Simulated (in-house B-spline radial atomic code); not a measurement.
A fraction x of an electron is removed from 3p in V⁵⁺, starting from [Ne] 3s2 3p6 and keeping the highest spin. Computed with a radial B-spline atomic code at the basis-set limit: scalar-relativistic (X2C) RPBE, spin-polarised, spherical fractional occupations, Fermi nucleus of rms radius 3.6002 fm.

```
   x  E(x) - E(0) (eV)  3p down level (eV)
   0            0.0000            -117.399
0.03            3.5317            -118.048
0.16           19.0612            -120.869
0.37           44.9242            -125.451
0.49           60.1360            -128.082
 0.5           61.4180            -128.302
0.61           75.6643            -130.723
0.73           91.5099            -133.373
0.78           98.2062            -134.479
0.95          121.3881            -138.252
   1          128.3285            -139.364
```

The exact functional would give a straight line between the two integer points. Deviations E(x) - E(0) - x[E(1) - E(0)], in eV: -0.318 at x = 0.03, -1.471 at x = 0.16, -2.557 at x = 0.37, -2.745 at x = 0.49, -2.746 at x = 0.5, -2.616 at x = 0.61, -2.17 at x = 0.73, -1.89 at x = 0.78, -0.524 at x = 0.95.

The curve lies below the straight line by up to 2.746 eV (at x = 0.5): convex, the delocalisation error that favours fractional charges.

Problem. How well does Slater's transition state (minus the level at half occupation) give the ionisation energy?

Solution. It gives 128.302 eV against 128.328 eV from the two total energies; NIST lists 128.12 eV, ground level to ground level.
